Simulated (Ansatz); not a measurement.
Geometry optimisation, RKS B3LYP-D4/cc-pVDZ in Ansatz 0.2.0.

Input:

```yaml
crystal:
  periodic: [false, false, false]
  atoms:
    - { symbol: C, position_ang: [0.095, -2.105, 0.0751] }
    - { symbol: C, position_ang: [0.2243, -0.6561, 0.6123] }
    - { symbol: F, position_ang: [1.5413, -0.4372, 0.7304] }
    - { symbol: Si, position_ang: [-0.4353, 0.736, -0.3921] }
    - { symbol: F, position_ang: [-2.093, 0.4961, -0.5207] }
    - { symbol: P, position_ang: [-0.1592, 2.7181, 0.5605] }
    - { symbol: Cl, position_ang: [0.3082, 0.7875, -2.2756] }
    - { symbol: H, position_ang: [-0.9726, -2.305, -0.0509] }
    - { symbol: H, position_ang: [0.5209, -2.7699, 0.7763] }
    - { symbol: H, position_ang: [0.5348, -2.1706, -0.8888] }
    - { symbol: H, position_ang: [-0.1991, -0.6208, 1.6465] }
    - { symbol: H, position_ang: [1.2463, 2.778, 0.307] }
    - { symbol: H, position_ang: [-0.5911, 3.5142, -0.5651] }
basis:
  gaussian: { orbitals: cc-pVDZ }
hamiltonian:
  xc: b3lyp
  dispersion: d4
relax:
  f_tol: 0.015
  max_steps: 40
```

Command:

```bash
$ ansatz run input.yaml --threads 2 --pin off --max-ram 3072MiB --backend cpu --events-out ev --progress --plain --runs-dir out
```

Q: Where does it end, and by what steps?

A: The forces met the threshold. After 11 steps the energy has fallen by 0.406 eV; Cl7 moved furthest, 0.29 Å.

```tsv
step	energy less start (eV)	largest force component (eV/Å)	accepted
0	0.0000	3.137	yes
1	-0.3194	1.097	yes
2	-0.3838	0.503	yes
3	-0.3974	0.176	yes
4	-0.3989	0.246	yes
5	-0.4027	0.079	yes
6	-0.4040	0.043	yes
7	-0.4051	0.063	yes
8	-0.4056	0.049	yes
9	-0.4060	0.028	yes
10	-0.4061	0.016	yes
11	-0.4062	0.008	yes
```

```xyz
13
Properties=species:S:1:pos:R:3
C 0.145 -2.038 0.033
C 0.165 -0.664 0.669
F 1.503 -0.279 0.935
Si -0.552 0.761 -0.370
F -2.190 0.565 -0.421
P -0.091 2.755 0.588
Cl 0.114 0.586 -2.343
H -0.896 -2.352 -0.147
H 0.621 -2.774 0.700
H 0.677 -2.036 -0.930
H -0.362 -0.678 1.641
H 1.299 2.633 0.262
H -0.412 3.487 -0.602
```

Whether the end is a true minimum wasn't checked by a vibrational analysis.

Run time: 30 s on 2 threads of AMD EPYC 9R45 96-Core Processor (Zen 5), on a shared host, peak memory 0.47 GiB.
